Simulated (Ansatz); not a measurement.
Basis sets compared for Nb₅O₁₈H₁₁, a hydroxylated oxide cluster. The state is a singlet with charge 0. Geometry PBE-D4/def2-SVP. Ansatz on 2 threads of AMD EPYC 7R13 on a shared host and a share (18 GiB) of an NVIDIA H100 80GB HBM3; times are rough, and most runs start from earlier orbitals.

```xyz
34

Nb    1.5440    0.8360    0.1330
Nb   -1.1178   -0.5071   -2.6614
Nb    1.8515    1.1442    3.1532
Nb   -0.1575   -1.4285    1.4960
Nb   -1.2045    2.3423   -1.2869
O    -1.9425   -0.8664    1.8272
O     1.5610   -1.0678    0.7280
O     0.4627   -2.0464    3.1552
O    -0.4608   -0.0774   -0.2619
O    -0.5964   -3.0286    0.4687
O    -0.0558    1.3402   -2.8007
O    -1.6558   -0.7769   -4.4437
O     0.8372   -1.0799   -2.7448
O    -1.6476   -2.1087   -1.8606
O    -2.1289    1.8974    0.4285
O     2.3501    0.4734   -1.5060
O     2.3809   -0.3780    4.2607
O     1.6053    2.5817    4.0691
O    -2.2966    0.8407   -2.0862
O    -1.6125    3.9246   -1.8144
O     2.7683    1.4764    1.4483
O     0.3219    0.6819    2.1703
O     0.5346    2.3857   -0.3517
H    -2.4196   -0.0350    1.6158
H     2.5997   -0.3670    5.2113
H     1.2339   -1.7261    3.6948
H    -1.1997    0.4765    0.1427
H     0.0616   -3.7222    0.2748
H     0.9265    1.3615   -2.7613
H    -2.0349   -0.1434   -5.0799
H     0.9972   -2.0422   -2.7417
H    -1.4074   -2.5524   -0.9947
H    -1.9918    2.4638    1.2126
H     1.8937   -0.2721   -2.0943
```

In the def2 sets Nb takes a core potential; there is no spin–orbit coupling. Single mean-field runs in def2-SVP, def2-TZVP are fitted with def2-universal-jkfit.

Binding counts from free atoms (Nb sextet, O triplet, H doublet) in the same basis, without a counterpoise term.

```json
{"level": "PBE-D4/def2-SVP", "functions": "462", "energy (Eh)": "-1644.6289", "HOMO (eV)": "-7.23", "LUMO (eV)": "-3.53", "binding per atom (eV)": "5.25", "wall time": "4.9 s"}
{"level": "PBE0-D4/def2-SVP", "functions": "462", "energy (Eh)": "-1644.3018", "HOMO (eV)": "-8.91", "LUMO (eV)": "-2.88", "binding per atom (eV)": "4.91", "wall time": "4.8 s"}
```

Estimate the rows for PBE-D4/def2-TZVP, PBE0-D4/def2-TZVP (with forces).


```csv
level,functions,energy (Eh),HOMO (eV),LUMO (eV),binding per atom (eV),wall time
PBE-D4/def2-TZVP,824,-1646.2958,-7.25,-3.57,5.15,4.5 s
PBE0-D4/def2-TZVP (with forces),824,-1645.9725,-8.86,-2.84,4.82,8 s
```
